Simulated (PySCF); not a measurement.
# Computed properties of B(Cl)(Br)(OH) (BBrClHO), SMILES OB(Cl)Br

B(Cl)(Br)(OH) (BBrClHO), SMILES ClB(Br)O. Coordinates come from a B3LYP-D3(BJ)/def2-SVP optimisation. The values are those of a single conformer. All values are computed for the isolated molecule unless a solvent is named; none is compared with measurement here.

**Structure.** The optimised structure has Cs symmetry. All 9 harmonic modes at B3LYP-D3(BJ)/def2-SVP (PySCF) are real, so it is a minimum. With heavy atoms numbered as in [B:1]([Cl:2])([Br:3])[OH:4], the shortest bond between them is B1–O4 at 1.340 Å and the longest B1–Br3 at 1.922 Å.

**Vibrations.** The strongest infrared lines (harmonic, unscaled, degenerate partners summed) lie at 1099 cm⁻¹ (330 km/mol, H 55 %, B 33 %, O 12 %), 1388 cm⁻¹ (314 km/mol, B 67 %, O 31 %), 821 cm⁻¹ (246 km/mol, B 55 %, H 28 %, Cl 10 %). The softest mode is at 219 cm⁻¹ and the zero-point energy is 13.2 kcal/mol.

**Electronic structure.** B3LYP/def2-TZVPD (PySCF) places the frontier levels at -8.26 and -0.90 eV, a gap of 7.36 eV, and gives a dipole moment of 1.81 D and a mean polarisability of 54.8 bohr³.

**Excitations.** TDA-B3LYP/def2-SVPD (PySCF) has S1 at 6.07 eV (204 nm, f = 0.000, dark); the most intense of the 10 singlets computed lies at 6.93 eV (f = 0.13). T1 (TDA) is at 5.93 eV, 0.14 eV under S1. No vertical singlet excitation falls in the visible range (under 3.1 eV).

**NMR.** GIAO shifts at PBE0/pcSseg-1 (PySCF) (non-relativistic, atoms alike by connectivity averaged): ¹H at 6.0 ppm against TMS; ¹¹B at 27.5 ppm against BF3. Without spin–orbit terms, shifts of atoms bonded to Cl or Br come out too high.
